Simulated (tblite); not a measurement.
A tight-binding relaxation on `BC1=C[Si@@H](C#C)O[SiH2]1`.

Computed with GFN2-xTB geometry optimisation, gas phase (tblite 0.8.0). Start geometry: from a force field or distance geometry. The command runs a driver script over a list of jobs; the input below is this job's line of settings and its coordinates in Å.

Command:
```bash
OMP_NUM_THREADS=1 python probes_run.py task.json out
```

Input:
```
{"job": {"kind": "relax", "xc": "GFN2-xTB", "basis": "xTB"}, "charge": 0, "multiplicity": 1}
B     -2.693500    -0.015200     0.682100
C     -1.264300     0.214900     0.139000
C     -0.161900     0.074000     0.893800
Si     1.328300     0.444100    -0.160400
C      2.586800    -0.811500     0.282300
C      3.419000    -1.640400     0.577500
O      0.743000     0.141900    -1.746000
Si    -0.865900     0.694400    -1.572200
H     -3.231000    -1.069500     0.503700
H     -2.957500     0.498600     1.738700
H     -0.131600    -0.200000     1.948700
H      1.813400     1.800300     0.032300
H      4.151300    -2.363900     0.838900
H     -0.957400     2.160300    -1.631300
H     -1.783100     0.079900    -2.548900
```

Output:
```
step      E/eV     max force
  0    -566.71068    2.629
  1    -566.94737    2.794
  2    -566.94023    5.323
  3    -567.14687    1.039
  4    -567.20727    1.074
  5    -567.30092    1.470
  6    -567.32740    0.644
  7    -567.34437    0.424
  8    -567.36143    0.743
  9    -567.38101    0.905
... (84 lines left out)
 94    -567.65012    0.013
 95    -567.65014    0.012
 96    -567.65015    0.011
 97    -567.65018    0.015
 98    -567.65021    0.021
 99    -567.65027    0.019
100    -567.65032    0.013
101    -567.65034    0.012
102    -567.65035    0.011
103    -567.65036    0.009
```

«max force» is the largest atomic force in eV/Å.

**Question.** From which step on does the largest force stay under 0.1 eV/Å, and how much energy is left to gain from there?

**Answer.** From step 66 (0.081 eV/Å), 2.1 meV above the end.

In short: energy lowered by 21.7 kcal/mol over 103 steps; largest atomic force 0.009 eV/Å at the end.

**Question.** Where do the atoms end?

**Answer.** 0.560 Å rms from the input after alignment:
```
atom  x, y, z in Å
B1    -2.7321   -0.0137    0.6874
C2    -1.2586    0.2093    0.4186
C3    -0.1352    0.2260    1.1472
Si4    1.4485    0.5838    0.1932
C5     2.6150   -0.8516    0.1295
C6     3.3776   -1.7805    0.1073
O7     0.7334    0.7500   -1.2952
Si8   -0.8745    0.5562   -1.4353
H9    -3.1942   -1.0854    0.5876
H10   -3.4322    0.8993    0.9100
H11   -0.1663    0.0442    2.2141
H12    2.1416    1.8432    0.4479
H13    4.0428   -2.5958    0.0808
H14   -1.4375    1.8135   -1.9163
H15   -1.1326   -0.5906   -2.2987
```

Time: 0.7 s. Hardware: one thread of an Arm Neoverse V2, shared host with 96 logical CPUs at a one-minute load of 46.
Labels such as C1 count atoms from 1, the log's own numbers from 0.
